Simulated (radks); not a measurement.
Values are calculated unless marked as measured or tabulated.
Spherical quantum dot in the effective-mass picture: electrons in a well V = -V0 / (1 + exp((r - R)/a)) with V0 = 18.9, R = 3.45, a = 0.34, with a point charge +1 (a donor) at the centre, all in effective atomic units (hartree* = m*/eps^2 hartree, bohr* = eps/m* bohr), one dielectric constant everywhere. Level of theory: non-relativistic Kohn-Sham, PBEsol, spin-polarised, spherical densities (a radial shooting solver with Libxc functionals). Levels are named by radial order and angular momentum (1s, 1p, 1d, 2s, ...), and open shells are averaged over m. Results are scaled to m* = 0.066 and eps = 9.3, for which hartree* = 20.76 meV and bohr* = 7.457 nm.

N = 12, configuration 1s2 1p6 1d(up 4, down 0). This is the lowest configuration that the search found. Occupied and some empty levels:

| level | occupation | eigenvalue (meV) | <r> (nm) |
|---|---|---|---|
| 1s up | 1 | -282.40 | 11.86 |
| 1s down | 1 | -281.13 | 11.49 |
| 1p up | 3 | -271.94 | 14.52 |
| 1p down | 3 | -270.05 | 14.41 |
| 1d up | 4 | -259.46 | 15.76 |
| 1d down | 0 | -257.37 | 15.71 |
| 2s up | 0 | -256.17 | 11.19 |
| 2s down | 0 | -255.27 | 11.39 |
| 1f up | 0 | -244.21 | 16.67 |
| 1f down | 0 | -242.04 | 16.66 |
| 2p up | 0 | -231.57 | 13.19 |
| 2p down | 0 | -230.43 | 13.19 |

Energy (meV): total -3887.77, kinetic 244.27, external -4714.7, Hartree 694.41, exchange-correlation -111.72.
